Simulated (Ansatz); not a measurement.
BH₃O₂Si, relaxed with RKS PBE-D4/def2-SVP in Ansatz 0.2.0 from a rough embedded geometry. The force threshold is 0.03 eV/Å; the program also tests the step.

Charge 0, multiplicity 1.

Start:

```xyz
7

B    -0.938   -0.909    0.290
O     0.523   -0.874    0.530
Si    0.672    0.516   -0.324
O    -0.877    0.282   -0.667
H    -1.810   -1.110    1.161
H     1.538    0.365   -1.515
H     0.890    1.731    0.525
```

Question: By how much does the energy fall, and how many steps does the optimiser take? (Estimate.)

Answer: Computed: 127.57 kJ/mol, in 6 steps.

Question: Which bonds change most? (Estimate.)

Answer: Computed: B1–O4 from 1.529 to 1.404 Å; Si3–O4 from 1.604 to 1.724 Å; O2–Si3 from 1.638 to 1.724 Å.

Question: Give the relaxed structure. (An estimate is asked.)

Answer: The calculation gave: 
```xyz
7

B    -0.889   -0.710    0.405
O     0.467   -0.812    0.752
Si    0.670    0.535   -0.305
O    -1.035    0.358   -0.493
H    -1.780   -1.421    0.812
H     1.469    0.249   -1.537
H     1.098    1.800    0.368
```
